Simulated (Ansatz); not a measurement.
`[OH][GeH2][Br]`. The species carries charge 0 and has multiplicity 1. Correlated methods include outer-core shells of Br, Ge, which these sets cover unevenly. Scalar relativity is left out up to krypton.

Z-matrix (Å, degrees):
```
Ge
Br 1 2.310
O 1 1.766 2 109.2
H 1 1.526 2 109.0 3 -114.7
H 1 1.535 2 106.2 3 120.1
H 3 0.960 1 113.1 2 59.2
```

Problem. Give the diagnostics of a CCSD(T)/def2-TZVPP run (frozen core, Ansatz). (Best estimate.)

Solution. Computed: T1 = 0.0098, largest single amplitude 0.014, largest double 0.023, (T) share of the correlation energy 3.4 %, 9 CCSD cycles. The RHF solution is stable towards an unrestricted one. T1 lies under the customary mark of 0.02 for closed shells.
